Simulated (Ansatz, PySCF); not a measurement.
Gas-phase reaction (SMILES): O[Si](O)(O)F + 4 [H][H] (H2) -> F (HF) + 3 O (H2O) + [SiH4] (SiH4); energy of full hydrogenation.

Geometries: B3LYP-D3(BJ)/def2-TZVP minima from Ansatz (a program for electronic structure), one conformer each, not searched for the lowest. Cores are frozen in the correlated levels unless marked. Spin-orbit coupling is left out. No relativistic terms. CBS(X,Y): correlation extrapolated as X^-3; Hartree-Fock from the larger set. Thermal terms are rigid-rotor harmonic-oscillator values from B3LYP-D3(BJ) frequencies (Ansatz or PySCF) at 298.15 K and 1 atm. 1 Eh = 627.5095 kcal/mol.

| species | E, CCSD(T)/CBS(cc-pV(T+d)Z,cc-pV(Q+d)Z) (Ansatz) (Eh) | E, wB97X-V/def2-TZVPD (Ansatz) (Eh) | H - E (Eh) |
|---|---|---|---|
| O[Si](O)(O)F | -616.43007 | -617.05683 | 0.05355 |
| [H][H] (H2) | -1.17450 | -1.17238 | 0.01336 |
| F (HF) | -100.39146 | -100.45520 | 0.01259 |
| O (H2O) | -76.37426 | -76.43464 | 0.02495 |
| [SiH4] (SiH4) | -291.45815 | -291.83995 | 0.03520 |

Q: Work out ΔE and ΔH at 298.15 K at the first level, then ΔH at the second.

A: 
1. ΔE = [(-100.39146) + 3×(-76.37426) + (-291.45815)] - [(-616.43007) + 4×(-1.17450)] = 0.15568 Eh = 97.7 kcal/mol at CCSD(T)/CBS(cc-pV(T+d)Z,cc-pV(Q+d)Z).
2. The terms H - E add up to 0.01565 Eh, so ΔH = (0.15568 + (0.01565))×627.5095 = 107.5 kcal/mol.
3. At wB97X-V/def2-TZVPD the same steps give ΔE = 92.4 and ΔH = 102.2 kcal/mol, a shift of -5.3 from the first level.
4. These values are not checked against measurement here, since the tables used lack a sound gas-phase enthalpy of formation for at least one species.
